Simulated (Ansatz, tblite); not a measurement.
Isomers of CdI2 (singlet), found by a short tight-binding search and relaxed with r2SCAN-D4/def2-TZVP in Ansatz.

In the def2 sets Cd, I take a core potential; there is no spin–orbit coupling. The xTB rows come from tblite. B3LYP takes the VWN-RPA correlation. Correlated methods freeze 8 core orbitals; core or outer-core shells of Cd, I are correlated, in sets that lack core-valence functions.

Run but left out: HF/def2-TZVPP (B: restricted singlet, unstable towards broken spin symmetry); B2PLYP/def2-TZVP (B: restricted singlet, unstable in another Hartree–Fock run and untested here).

B: The restricted singlet is unstable towards broken spin symmetry in Hartree–Fock (as tested in another run); at PBE-D4/def2-TZVP, r2SCAN-D4/def2-TZVP, B3LYP-D4/def2-TZVP, PBE0-D4/def2-TZVP this wasn't settled. At CCSD(T)/def2-TZVPP the restricted singlet (for correlated methods, its reference) is unstable: a solution with broken spin symmetry lies lower.

Other spin states were run for one of them alone.

A:

```xyz
3

Cd   -0.0005   -0.0075   -0.0047
I    -1.8253    1.0730   -1.4852
I     1.8258   -1.0655    1.4899
```

B:

Cartesian coordinates in Å:
```
Cd 0.6625 2.3091 1.5308
I -0.6581 -2.2937 -1.5206
I -0.0044 -0.0154 -0.0102
```

**Question.** Estimate which lies lowest at each level, and how far above it the others are (kJ/mol).

**Answer.** 
```csv
level,A,B
GFN1-xTB,0.0,11.2
GFN2-xTB,0.0,187.7
PBE-D4/def2-TZVP,0.0,153.6
r2SCAN-D4/def2-TZVP,0.0,191.3
B3LYP-D4/def2-TZVP,0.0,166.6
PBE0-D4/def2-TZVP,0.0,192.8
MP2/def2-TZVPP,0.0,195.5
CCSD/def2-TZVPP,0.0,216.8
CCSD(T)/def2-TZVPP,0.0,202.7
```
Point groups (tolerance 0.1 Å): A D∞h, B C∞v. Lower isomers may exist.
